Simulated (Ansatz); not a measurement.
(1) Predict a relaxed structure of Mo(OH)4 (MoO4H4), charge 0, triplet, at r2SCAN-D4/def2-SVP (Ansatz).

Answers

(1) 
```xyz
9

Mo   -0.0376    0.3513   -0.0629
O     0.6714    1.1548    1.4977
H     1.1686    0.5371    2.0627
O     0.6968    1.0217   -1.6542
H     1.3753    0.6167   -2.2126
O     0.5581   -1.3711    0.5442
H    -0.1113   -2.0513    0.3594
O    -1.7798   -0.4249   -0.2167
H    -2.5414    0.1658   -0.3177
```
The metal has 4 neighbours: O 1.89 Å, O 1.88 Å, O 1.92 Å, O 1.91 Å. This is one stationary point.

In the def2 sets Mo takes a core potential; there is no spin–orbit coupling. The relaxation made no stability test and no search for a lower SCF solution.
